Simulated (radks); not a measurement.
Polarisability of the selenium ion Se4+, [Ar] 3d10 4s2, at imaginary frequency. Calculated with a radial shooting solver on a logarithmic mesh with Libxc functionals: scalar-relativistic Kohn-Sham, exchange-only LDA, spin-polarised, spherical densities, finite nucleus; Fermi nuclear charge, rms radius 4.14 fm. Response by self-consistent Sternheimer equations with the Hartree and adiabatic exchange-only LDA kernel, the relativistic mass of each level held fixed and spin-orbit coupling left out.

w (hartree)  alpha1(iw) (bohr^3)  alpha2(iw) (bohr^5)
0.00266                    4.650                7.956
0.0143                     4.647                7.955
0.0360                     4.636                7.949
0.0697                     4.598                7.930
0.118                      4.504                7.883
0.186                      4.307                7.778
0.280                      3.945                7.563
0.413                      3.370                7.149
0.605                      2.614                6.413
0.892                      1.821                5.243
1.35                       1.160                3.701
2.12                      0.6964                2.145
3.59                      0.3920               0.9949
6.94                      0.1834               0.3544
17.5                     0.04986              0.07511

Static values: alpha1 = 4.650 bohr^3 (0.6890 angstrom^3; uncoupled 7.903), alpha2 = 7.956 bohr^5, alpha3 = 25.49 bohr^7. C6 = 12.11, C8 = 132.0, triple-dipole C9 = 39.27 atomic units. One-pole (London) frequency 4 C6 / (3 alpha1^2) = 0.747 hartree, against 2.230 for minus the highest occupied eigenvalue.
